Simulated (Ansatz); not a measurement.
A structure relaxed at PBE-D4/def2-SVP in Ansatz, charge 1, singlet:

| atom | x (Å) | y (Å) | z (Å) |
| --- | --- | --- | --- |
| P1 | -2.344 | 3.436 | 1.831 |
| Ga2 | -0.256 | 3.459 | 0.468 |
| P3 | 2.205 | 0.869 | 3.134 |
| Ga4 | 4.394 | 0.577 | 1.984 |
| P5 | -1.689 | 0.170 | 3.353 |
| Ga6 | -3.509 | 1.438 | 2.423 |
| Ga7 | 0.334 | -0.088 | 2.043 |
| P8 | 0.056 | 1.114 | 0.060 |
| P9 | 3.492 | -0.516 | 0.014 |
| Ga10 | 2.064 | 0.897 | -1.274 |
| P11 | -3.724 | 0.438 | 0.246 |
| Ga12 | -1.736 | 0.185 | -1.115 |
| P13 | -1.903 | 1.412 | -3.134 |
| P14 | 1.352 | -0.232 | -3.252 |
| Ga15 | 0.007 | 1.163 | -4.713 |
| P16 | 0.611 | -2.369 | 1.590 |
| Ga17 | 2.726 | -2.707 | 0.494 |
| Ga18 | -1.499 | -3.175 | 0.707 |
| P19 | -1.391 | -2.104 | -1.467 |
| P20 | 2.022 | -3.587 | -1.636 |
| Ga21 | 0.433 | -2.402 | -3.007 |
| H22 | -2.175 | 4.125 | 3.073 |
| H23 | -3.355 | 4.278 | 1.270 |
| H24 | 0.833 | 3.959 | 1.488 |
| H25 | -0.707 | 4.164 | -0.866 |
| H26 | 1.857 | 2.238 | 3.355 |
| H27 | 2.209 | 0.405 | 4.486 |
| H28 | 4.836 | 2.038 | 1.614 |
| H29 | 5.128 | -0.483 | 2.883 |
| H30 | -1.379 | 0.779 | 4.610 |
| H31 | -2.162 | -1.097 | 3.809 |
| H32 | -4.814 | 1.498 | 3.284 |
| H33 | 4.639 | -0.718 | -0.821 |
| H34 | 2.684 | 2.317 | -1.556 |
| H35 | -4.699 | 1.215 | -0.455 |
| H36 | -4.430 | -0.799 | 0.347 |
| H37 | -2.141 | 2.765 | -2.739 |
| H38 | -3.170 | 1.112 | -3.726 |
| H39 | 2.559 | -0.442 | -3.996 |
| H40 | 0.637 | 2.599 | -4.788 |
| H41 | -0.600 | 0.285 | -5.867 |
| H42 | 0.760 | -2.970 | 2.881 |
| H43 | 3.687 | -3.666 | 1.279 |
| H44 | -2.613 | -2.361 | 1.507 |
| H45 | -1.472 | -4.738 | 0.554 |
| H46 | -2.556 | -2.531 | -2.182 |
| H47 | 3.190 | -3.834 | -2.423 |
| H48 | 1.580 | -4.936 | -1.464 |
| H49 | 0.028 | -3.181 | -4.307 |

Problem. Give its formula and point group.

Solution. Ga10P11H28⁺, a nanocrystal cut from wurtzite GaP (hydrogen-capped). Point group Cs (tolerance 0.1 Å).

Problem. Summarise the bond lengths by kind (pairs closer than 1.2 times the sum of covalent radii, bridged metal pairs left out).

Solution. 28 × Ga–P 2.34 to 2.49 Å; 16 × H–P 1.43 Å; 12 × Ga–H 1.56 to 1.59 Å.

Single mean-field runs in def2-SVP are fitted with def2-universal-jkfit.
